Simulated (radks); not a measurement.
Question: Kr18+, configuration [Ar]. Method: Dirac Kohn-Sham, relativistic LDA (MacDonald-Vosko exchange, VWN5 correlation), spin-unpolarised, spherical densities, finite nucleus; Fermi nuclear charge, rms radius 4.1884 fm; computed with a radial shooting solver on a logarithmic mesh with Libxc functionals. Some entries of the table are withheld. Estimate them.

orbital  occ.  eigenvalue (eV)  <r^2> (bohr^2)
1s1/2       2        -14762.24        0.002335
2s1/2       2        -2538.696         0.03928
2p1/2       2              (1)         0.03002
2p3/2       4              (2)         0.03139
3s1/2       2              (3)          0.2550
3p1/2       2              (4)             (5)
3p3/2       4              (6)             (7)

Answer: 
(1) 2p1/2 eigenvalue (eV): -2365.844
(2) 2p3/2 eigenvalue (eV): -2312.004
(3) 3s1/2 eigenvalue (eV): -832.6399
(4) 3p1/2 eigenvalue (eV): -772.8657
(5) 3p1/2 <r^2> (bohr^2): 0.2449
(6) 3p3/2 eigenvalue (eV): -761.7878
(7) 3p3/2 <r^2> (bohr^2): 0.2518
